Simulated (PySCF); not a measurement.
## Deuteron quadrupole couplings in `C#C[Si@@H](OC)OCCS`

Species: C5H10O2SSi.
Structure used (GFN2-xTB), in Å, numbered top down from 1:
```xyz
19
C5H10O2SSi angstrom
C     -1.8843    2.0891   -1.5897
C     -1.4180    1.4617   -0.6763
Si    -0.6929    0.4613    0.7156
O     -1.4755   -0.9583    0.8219
C     -2.8366   -1.1818    1.0328
O      0.8728    0.1306    0.4907
C      1.4961   -0.6344   -0.5001
C      3.0024   -0.5170   -0.3407
S      3.5559    1.1912   -0.6640
H     -2.2880    2.6446   -2.3875
H     -0.6266    1.2173    1.9570
H     -3.4374   -0.6617    0.2831
H     -3.0168   -2.2550    0.9618
H     -3.1341   -0.8292    2.0233
H      1.1964   -1.6847   -0.4002
H      1.1951   -0.2791   -1.4928
H      3.3011   -0.7837    0.6730
H      3.5220   -1.1479   -1.0593
H      2.6585    1.7463    0.1439
```

Level: PBE0/pcSseg-1 (PySCF, non-relativistic); Q(2H) = 0.00286 b; rigid geometry, the same for H and D, with no vibrational averaging.

Question: Rank these positions by the coupling χzz of a deuteron there, largest first.
A. H16 (methylene hydrogen)
B. H11 (Si–H hydrogen)
C. H10 (alkyne hydrogen)
D. H17 (methylene hydrogen)
E. H14 (methyl hydrogen)
F. H19 (S–H hydrogen)

Answer: C (259 kHz), D (204 kHz), E (199 kHz), A (191 kHz), F (166 kHz), B (110 kHz).

Question: What are Vzz, η and χzz (234.96 MHz × Q × Vzz) at all hydrogens?

Answer: 
```json
{"atom": "H10", "bonded to": "C1", "bond length (Å)": "1.053", "Vzz (au)": "0.3857", "η": "0.00", "χzz (kHz)": "259"}
{"atom": "H11", "bonded to": "Si3", "bond length (Å)": "1.455", "Vzz (au)": "0.1636", "η": "0.01", "χzz (kHz)": "110"}
{"atom": "H12", "bonded to": "C5", "bond length (Å)": "1.093", "Vzz (au)": "0.2945", "η": "0.08", "χzz (kHz)": "198"}
{"atom": "H13", "bonded to": "C5", "bond length (Å)": "1.091", "Vzz (au)": "0.3011", "η": "0.07", "χzz (kHz)": "202"}
{"atom": "H14", "bonded to": "C5", "bond length (Å)": "1.093", "Vzz (au)": "0.2962", "η": "0.08", "χzz (kHz)": "199"}
{"atom": "H15", "bonded to": "C7", "bond length (Å)": "1.097", "Vzz (au)": "0.2868", "η": "0.06", "χzz (kHz)": "193"}
{"atom": "H16", "bonded to": "C7", "bond length (Å)": "1.097", "Vzz (au)": "0.2837", "η": "0.08", "χzz (kHz)": "191"}
{"atom": "H17", "bonded to": "C8", "bond length (Å)": "1.090", "Vzz (au)": "0.3039", "η": "0.02", "χzz (kHz)": "204"}
{"atom": "H18", "bonded to": "C8", "bond length (Å)": "1.088", "Vzz (au)": "0.3084", "η": "0.04", "χzz (kHz)": "207"}
{"atom": "H19", "bonded to": "S9", "bond length (Å)": "1.329", "Vzz (au)": "0.2470", "η": "0.16", "χzz (kHz)": "166"}
```

Question: Average by the element that carries the hydrogen.

Answer: on C: 207 kHz over 8 positions, mean bond length 1.087 Å; on Si: 110 kHz over 1 position, mean bond length 1.455 Å; on S: 166 kHz over 1 position, mean bond length 1.329 Å.

Question: How does χzz go with the bond length over the 8 C–H bonds?

Answer: A straight-line fit has a slope of -15.2 kHz for each 0.01 Å, with a correlation coefficient of -1.00, over lengths from 1.053 to 1.097 Å. The longer bonds have the smaller couplings here.

Isolated species at its GFN2-xTB geometry (one conformer only). GFN2-xTB bond lengths can be off by several hundredths of an ångström, more for odd bonds, and the gradients follow them. These gradients aren't converged with respect to the basis.
